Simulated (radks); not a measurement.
Numerical settings for the caesium ion Cs9+, [Kr] 4d10. Calculated with a radial shooting solver on a logarithmic mesh with Libxc functionals: Dirac Kohn-Sham, PBE, spin-unpolarised, spherical densities, finite nucleus; Fermi nuclear charge, rms radius 4.8041 fm. The defaults (mesh step 0.008 in ln r, mesh end at 40 bohr or more with all orbitals vanishing there, Anderson mixing 0.5 over 9 steps, residual threshold near 1e-9 with the energy settled to 1e-9 hartree or 1e-11 of itself, here a cap of 86 iterations) give E = -7769.6846 hartree and 4d5/2 at -196.74 eV in 14 iterations. Run on one thread of a shared host, so times are rough (Intel(R) Xeon(R) 6975P-C): 0.08 s of CPU time, 0.08 s wall, 14 iterations on 2189 mesh points. Changes against that run (0 stands for a change within the tolerance of the run):

| setting | iterations | converged | E (mhartree) | e(4d5/2) (meV) | CPU (s) |
|---|---|---|---|---|---|
| mesh step in ln r 0.005 | 14 | yes | 0 | 0 | 0.13 |
| mesh step in ln r 0.02 | 14 | yes | +0.000586 | 0 | 0.04 |
| mesh step in ln r 0.05 | 14 | yes | +0.0755 | -0.0391 | 0.02 |
| mesh end (bohr) 2 | 14 | yes | +318 | +2.97e+03 | 0.07 |
| mesh end (bohr) 3 | 14 | yes | +0.988 | +19.7 | 0.07 |
| residual threshold 0.01 | 9 | yes | 0 | +0.34 | 0.06 |
| residual threshold 1e-13 | 27 | yes | 0 | 0 | 0.12 |
| mixing 0.2 | 17 | yes | 0 | 0 | 0.09 |
| linear mixing, mixing 1 | 86 | no | 0 | 0 | 0.34 |
| linear mixing, mixing 0.2 | 86 | no | 0 | 0 | 0.38 |
| mixing history 3 | 16 | yes | 0 | 0 | 0.09 |
| iteration cap 2 | 2 | no | +1.18e+04 | -1.1e+05 | 0.02 |

Settings that end as converged yet miss the energy by more than 1 mhartree: mesh end (bohr) 2 (+0.318 hartree). A mesh that ends early acts as a hard wall.
